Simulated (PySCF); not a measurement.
**Polarisability and C₆ of Cl⁺ (chlorine, charge +1)**

[Ne] 3s2 3p4, high-spin 3P determinant. Calculation: PySCF 2.14, in def2-QZVPPD; the non-relativistic Hamiltonian (point nucleus). Coupled (time-dependent) response in atomic units; α is the mean over directions.

```json
{"method": "UHF", "mean α (bohr³)": "8.552", "α xx, yy, zz": "8.449, 8.756, 8.449", "C₆ (like pair)": "40.32", "S(−4)": "17.57"}
{"method": "PBE", "mean α (bohr³)": "8.821", "α xx, yy, zz": "8.640, 9.183, 8.640", "C₆ (like pair)": "41.83", "S(−4)": "19.27"}
{"method": "PBE0", "mean α (bohr³)": "8.674", "α xx, yy, zz": "8.521, 8.978, 8.521", "C₆ (like pair)": "40.97", "S(−4)": "18.32"}
{"method": "r2SCANh", "mean α (bohr³)": "8.647", "α xx, yy, zz": "8.515, 8.912, 8.515", "C₆ (like pair)": "41.90", "S(−4)": "17.26"}
{"method": "wB97M-V", "mean α (bohr³)": "8.867", "α xx, yy, zz": "8.716, 9.168, 8.716", "C₆ (like pair)": "41.93", "S(−4)": "19.60"}
```

S(−4) is the Cauchy moment in α(ω) = α(0) + S(−4) ω² + …

α(iu) at PBE0:

| u (hartree) | α(iu) (bohr³) |
| --- | --- |
| 0 | 8.674 |
| 0.0500 | 8.628 |
| 0.100 | 8.495 |
| 0.200 | 8.006 |
| 0.300 | 7.318 |
| 0.500 | 5.786 |
| 0.750 | 4.163 |
| 1.00 | 3.024 |
| 1.50 | 1.738 |
| 2.00 | 1.114 |
| 3.00 | 0.5764 |
| 5.00 | 0.2504 |

For an ion, C₆ is the dispersion term alone; charge-induced terms of lower order in 1/R come first.

The components differ because the open shell of this determinant is not spherical; for a pure term their mean is the scalar polarisability.
